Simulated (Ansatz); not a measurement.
Mulliken charges of C₃H₅BrO (`C/C=C(\O)Br`) from B3LYP/def2-TZVPP in Ansatz (PBE0-D4/def2-TZVP geometry).

```csv
atom,x (Å),y (Å),z (Å),charge (e)
C1,-1.191,-0.780,0.095,-0.219
C2,-0.257,0.283,0.564,-0.176
C3,0.865,0.598,-0.067,0.173
O4,1.264,0.043,-1.227,-0.274
Br5,2.028,1.949,0.593,-0.094
H6,-2.160,-0.354,-0.183,0.090
H7,-0.793,-1.309,-0.770,0.093
H8,-1.378,-1.509,0.889,0.088
H9,-0.502,0.839,1.458,0.116
H10,2.207,0.188,-1.350,0.202
```

By hand: the dipole of these point charges (1 e Å = 4.8032 D).

Σ q r = (-0.083, -0.122, 0.035) e Å, of length 0.152 e Å = 0.73 D.

How does the dipole of the full density compare? (Estimate.)

The calculation gave: (0.043, -0.118, -0.025) e Å, 0.62 D; the point charges give 1.18 times that, at 59° from its direction.

Point charges leave out the atoms' own dipoles, such as those of lone pairs, and Mulliken's split depends on the basis, so the two needn't agree.

B3LYP here is the variant with VWN-RPA as its local correlation; programs differ in this.
